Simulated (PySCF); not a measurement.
Ti²⁺: excitation energy

Ti²⁺ [Ar] 3d2 (3F) → Ti²⁺ [Ar] 3d1 4s1 (3D), as a difference of total energies. Calculation: PySCF 2.14, in def2-TZVPPD (6s6p4d2f1g, 67 functions); the non-relativistic Hamiltonian (point nucleus). Correlated levels: valence and next inner shell: [Ne] frozen. The calculations carry no spin-orbit coupling.

```
                                method  excitation energy (eV)
                                   UHF                   4.938
    MP2 (valence and next inner shell)                   4.857
SCS-MP2 (valence and next inner shell)                   4.898
   CCSD (valence and next inner shell)                   4.844
CCSD(T) (valence and next inner shell)                   4.823
```

**Question.** How much does correlation contribute at CCSD(T) (valence and next inner shell)?

**Answer.** 4.823 − (4.938) = -0.115 eV, measured against UHF.
